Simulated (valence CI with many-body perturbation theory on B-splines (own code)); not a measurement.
**Forbidden lines of Sm XXX**

Level of theory: relativistic CI+MBPT: five valence electrons over a frozen Dirac-Fock core [Ar] 3d10, a basis of 9 s, 9 p, 8 d, 6 f, 3 g, 1 h functions for each j, with the one-electron correlation potential Σ1 (screened to all orders), the two-electron term Σ2, the three-electron term Σ3, Breit, model QED; selected single and double excitations, second order for the rest (own B-spline code, finite nucleus).

No measured spectrum was set against this ion. As an estimate, large intervals hold to a few tenths of a per cent, small ones and those within an open d or f shell to about a per cent. Among the levels kept, up to 260 cm⁻¹ of a level comes from second order outside the variational space, and about a tenth of that is noise between levels of different J, which matters for small intervals.

Lines 1 to 20 of 20 in falling wavelength, among levels below 1797100 cm⁻¹, chosen from the decays that carry over 1 % of a level's rate. Wavelengths and rates use the calculated energies. Electric multipoles are in the length gauge, E1 and E2 with the static RPA response of the core. Weak lines are less certain than strong ones. Lines between different terms over intervals too small for the method are left out, as are lines whose strength nearly cancels. Branching is blank where the lifetime is uncertain.

Levels are named by their leading jj configuration (3d3/2^4 stands for four electrons in 3d with j = 3/2), which in mixed levels can hold well under half, so a name can repeat and another be missing. Letters in brackets count levels of one name in rising energy.

| λ vac (nm) | Upper | Lower | Type | A (s⁻¹) | Branch % |
| --- | --- | --- | --- | --- | --- |
| 285.9 | (4s^2 4p1/2 4p3/2 4d5/2) J=9/2 | (4s^2 4p1/2 4p3/2 4d5/2) J=7/2 [a] | M1 | 1.82e+02 |  |
| 153.8 | (4s^2 4p1/2 4p3/2 4d5/2) J=9/2 | (4s^2 4p1/2 4p3/2 4d3/2) J=7/2 | M1 | 3.52e+03 |  |
| 49.05 | (4s^2 4p3/2^2 4d5/2) J=9/2 | (4s^2 4p1/2 4p3/2 4d5/2) J=7/2 [b] | M1 | 8.26e+04 | 18.9 |
| 40.66 | (4s^2 4p1/2 4p3/2 4d5/2) J=9/2 | (4s^2 4p1/2^2 4d5/2) J=5/2 | E2 | 1.18e+03 |  |
| 39.05 | (4s^2 4p1/2 4p3/2^2) J=3/2 | (4s^2 4p1/2^2 4p3/2) J=3/2 | M1 | 3.47e+05 | 99.7 |
| 38.30 | (4s^2 4p3/2^3) J=3/2 | (4s^2 4p1/2 4p3/2^2) J=1/2 | M1 | 8.82e+04 | 10.9 |
| 36.17 | (4s^2 4p3/2^2 4d5/2) J=9/2 | (4s^2 4p1/2 4p3/2 4d5/2) J=9/2 | M1 | 1.72e+05 | 39.5 |
| 34.56 | (4s^2 4p1/2 4p3/2^2) J=5/2 | (4s^2 4p1/2^2 4p3/2) J=3/2 | M1 | 6.40e+04 | 92.3 |
| 34.56 | (4s^2 4p1/2 4p3/2^2) J=5/2 | (4s^2 4p1/2^2 4p3/2) J=3/2 | E2 | 5.12e+03 | 7.4 |
| 32.99 | (4s^2 4p3/2^3) J=3/2 | (4s^2 4p1/2 4p3/2^2) J=5/2 | M1 | 1.28e+05 | 15.9 |
| 32.99 | (4s^2 4p3/2^3) J=3/2 | (4s^2 4p1/2 4p3/2^2) J=5/2 | E2 | 1.22e+04 | 1.5 |
| 32.11 | (4s^2 4p3/2^2 4d5/2) J=9/2 | (4s^2 4p1/2 4p3/2 4d5/2) J=7/2 [a] | M1 | 1.45e+05 | 33.3 |
| 30.18 | (4s^2 4p1/2 4p3/2^2) J=1/2 | (4s^2 4p1/2^2 4p3/2) J=3/2 | M1 | 2.82e+05 | 97.5 |
| 30.18 | (4s^2 4p1/2 4p3/2^2) J=1/2 | (4s^2 4p1/2^2 4p3/2) J=3/2 | E2 | 7.03e+03 | 2.4 |
| 29.73 | (4s^2 4p3/2^3) J=3/2 | (4s^2 4p1/2 4p3/2^2) J=3/2 | M1 | 5.72e+05 | 70.9 |
| 29.28 | (4s^2 4p3/2^2 4d5/2) J=9/2 | (4s^2 4p1/2 4p3/2 4d3/2) J=7/2 | M1 | 2.05e+04 | 4.7 |
| 22.07 | (4s^2 4p1/2 4p3/2 4d5/2) J=9/2 | (4s 4p1/2^2 4p3/2^2) J=5/2 | E2 | 8.24e+02 |  |
| 13.71 | (4s^2 4p3/2^2 4d5/2) J=9/2 | (4s 4p1/2^2 4p3/2^2) J=5/2 | E2 | 7.75e+03 | 1.8 |
| 10.38 | (4s^2 4p1/2 4p3/2 4d5/2) J=9/2 | (4s^2 4p1/2 4p3/2^2) J=5/2 | M2 | 1.86e+03 |  |
| 7.985 | (4s^2 4p1/2 4p3/2 4d5/2) J=9/2 | (4s^2 4p1/2^2 4p3/2) J=3/2 | E3 | 8.97e+01 |  |
